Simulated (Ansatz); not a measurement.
The cluster Cu4S2, relaxed as a singlet with RKS r2SCAN-D4/def2-SVP in Ansatz, starting from the GFN1-xTB geometry. Force threshold 0.02 eV/Å.

The restricted singlet is unstable towards broken spin symmetry at other levels; at r2SCAN-D4/def2-SVP this wasn't settled. The structure comes from a short search, and lower isomers may exist.

Start:

```
atom   x (Å)   y (Å)   z (Å)
 Cu1  -1.435   0.385   0.164
 Cu2   0.265  -1.061   1.208
 Cu3   0.984   0.836  -0.113
 Cu4  -0.411   0.073  -2.037
  S5  -0.225   1.108   1.842
  S6   0.822  -1.341  -1.065
```

(1) Estimate the energy that the relaxation releases and the steps that it takes.

(2) Does the start keep its bonding?

(3) Predict the relaxed structure.

## Answers

(1) 5.7 kcal/mol, in 10 steps; 58 s on 4 threads of Arm Neoverse V2 on a shared host. No frequencies were taken in this run, so the end may be a saddle point.

(2) By distances, no bond broke or formed, bridged metal pairs apart. The bond that changes most is Cu3–S6, from 2.38 to 2.32 Å (atoms count from 1). Metal–metal contacts that move far: Cu2–Cu4 3.50 to 2.51 Å.

(3) 
```
atom    x (Å)    y (Å)    z (Å)
 Cu1  -1.5263   0.8759   0.2317
 Cu2  -0.0298  -1.0490   0.7414
 Cu3   0.9627   0.8419  -0.1250
 Cu4  -0.5839  -0.4072  -1.6261
  S5  -0.1613   0.9624   1.8915
  S6   1.3386  -1.2240  -1.1136
```
Bond lengths (bridged metal pairs left out): 6 × Cu–S 2.15 to 2.32 Å; 1 × Cu–Cu 2.45 Å.
